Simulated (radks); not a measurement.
The iron ion Fe+, 25 electrons, occupied as [Ar] 3d6 4s1. Calculated with a radial shooting solver on a logarithmic mesh with Libxc functionals: scalar-relativistic Kohn-Sham, r2SCAN, spin-polarised, spherical densities, finite nucleus; open shells are filled with parallel spins first; meta-GGA in the generalised Kohn-Sham scheme; Fermi nuclear charge, rms radius 3.7377 fm.

Local quantities along the radius. ELF = 1/(1 + alpha^2) is the electron localisation function; alpha = (tau - tau_W)/tau_unif compares the Pauli kinetic energy density with that of the uniform gas (summed over spins). tau is taken from the large components.

```
   r/bohr * ELF (the largest magnitude, 1, reaches the edge; | marks zero)
 0.002217 |                                                      *
  0.00291 |                                                      *
  0.00379 |                                                      *
 0.004974 |                                                      *
 0.006529 |                                                      *
  0.00857 |                                                      *
  0.01125 |                                                      *
  0.01465 |                                                      *
  0.01923 |                                                      *
  0.02524 |                                                      *
  0.03312 |                                                     *
  0.04313 |                                                  *
  0.05661 |                                        *
  0.07431 |                    *
  0.09754 |              *
    0.128 |                          *
   0.1667 |                                        *
   0.2188 |                                            *
   0.2872 |                                   *
    0.377 |          *
   0.4909 |              *
   0.6444 |                                      *
   0.8458 |                                          *
     1.11 |                                   *
    1.457 |                   *
    1.897 |          *
    2.491 |              *
    3.269 |                       *
    4.291 |                      *
    5.587 |         *
    7.334 |*
```

On this mesh the ELF has minima near r = 0.098, 0.43, 1.9 bohr, which separate the shells, and maxima near 0.22 (0.83), 0.85 (0.79), 3.7 (0.45).
